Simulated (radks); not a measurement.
Results of a calculation; reference values are marked as such.
Question: Radial electron density D(r) = 4 pi r^2 rho(r) of an atom or ion with 6 electrons. Code: a radial shooting solver on a logarithmic mesh with Libxc functionals. Model: non-relativistic Kohn-Sham, exchange-only r2SCAN, spin-polarised, spherical densities, point nucleus; meta-GGA in the generalised Kohn-Sham scheme.

r (bohr)  D(r) (e/bohr)  spin D(r)
0.01652          0.5660   0.000216
0.01833          0.6794   0.000264
0.02034          0.8133   0.000323
0.02257          0.9707   0.000396
0.02504           1.155   0.000488
0.02779           1.368   0.000603
0.03083           1.614   0.000749
0.03421           1.896   0.000936
0.03796           2.216    0.00118
0.04212           2.575    0.00149
0.04674           2.973    0.00191
0.05186           3.409    0.00247
0.05755           3.878    0.00323
0.06386           4.375    0.00425
0.07085           4.890    0.00566
0.07862           5.408    0.00759
0.08724           5.912     0.0103
0.0968            6.382     0.0139
0.1074            6.793     0.0190
0.1192            7.120     0.0259
0.1322            7.335     0.0354
0.1467            7.417     0.0482
0.1628            7.347     0.0654
0.1807            7.116     0.0883
0.2021            6.691      0.121
0.2242            6.150      0.160
0.2488            5.501      0.211
0.2761            4.790      0.273
0.3063            4.072      0.350
0.3399            3.404      0.442
0.3771            2.843      0.552
0.4185            2.433      0.678
0.4643            2.198      0.819
0.5152            2.139      0.968
0.5717            2.231       1.12
0.6344            2.434       1.26
0.7039            2.690       1.39
0.781             2.934       1.48
0.8667            3.109       1.53
0.9616            3.172       1.52
1.067             3.099       1.45
1.184             2.889       1.34
1.314             2.561       1.18
1.458             2.154      0.986
1.617             1.714      0.787
1.795             1.285      0.595
1.991            0.9040      0.425
2.21             0.5943      0.285
2.452            0.3630      0.179
2.721            0.2050      0.104
3.019            0.1064     0.0563
3.35            0.05044     0.0280
3.717           0.02170     0.0127
4.124          0.008410    0.00522
4.576          0.002910    0.00192
5.078         0.0008896   0.000626

What is the nuclear charge?

Answer: Z = 7. The innermost maximum, from 1s, lies near 1/Z = 0.143 bohr (found: 0.148), and its height grows with Z. The density is that of the nitrogen ion N+ in [He] 2s2 2p2; the configuration itself is not fixed sharply by these data. D(r) has 2 maxima, at r = 0.148, 0.962 bohr, and minima at 0.507 bohr, inside which lie 2.15 electrons.
